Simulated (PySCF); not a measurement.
Harmonic spectrum computed at PBE in the def2-TZVP basis family (core potentials from Rb on, PySCF, no spin–orbit coupling):

| symmetry | ω (cm⁻¹) | IR (km/mol) |
| --- | --- | --- |
| a1 | 975 | 61.6 |
| a1 | 1973 | 202 |
| b2 | 1980 | 239 |

Which molecule gave it? In each, all ligands are bound to the one heavy central atom.
A. CdH₂ (singlet)
B. SiH₂ (singlet)
C. MgH₂ (singlet)
D. H₂S (singlet)

B. It has C2v symmetry with Si–H 1.539 Å (×2).
